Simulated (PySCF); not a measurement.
ClHO2SW, multiplicity 1. Atoms are numbered in the order given.

```xyz
6

W      0.2067    -0.0611     0.0609
O      1.3216    -0.8456    -0.9699
O      0.8282    -0.0523     1.6510
Cl    -0.1709     2.0772    -0.6742
S     -1.7435    -1.3672     0.1655
H     -1.6936    -1.7311    -1.1412
```
Charge 0, spin multiplicity 1.

The structure is a stationary point at B3LYP-D3(BJ)/def2-SVP. The spin state was assumed, not searched. The structure was generated by enumeration; whether it is a known compound was not checked. The def2 effective core potentials stand for the cores of W; spin–orbit coupling is left out. One conformer was computed; it need not be the lowest.

All values below come from B3LYP-D3(BJ)/def2-SVP run with PySCF.

Frequencies are harmonic and unscaled.

```
mode  ν (cm⁻¹)  IR (km/mol)  moving atoms (share of kinetic energy)
----  --------  -----------  --------------------------------------
1          113          0.2                 Cl 42 %, S 41 %, W 13 %
2          151          3.0         O 45 %, W 20 %, S 17 %, Cl 16 %
3          181          5.8                 O 63 %, H 19 %, Cl 11 %
4          215          6.2                           O 75 %, S 9 %
5          290         17.5                          H 78 %, O 17 %
6          322          0.2                 O 78 %, S 10 %, Cl 10 %
7          400         27.7                  S 68 %, W 19 %, O 10 %
8          412         55.5                         Cl 72 %, W 21 %
9          649         17.6                                  H 93 %
10         998        145.0                          O 89 %, W 11 %
11        1035         83.6                                  O 94 %
12        2649          6.8                                  H 97 %
```
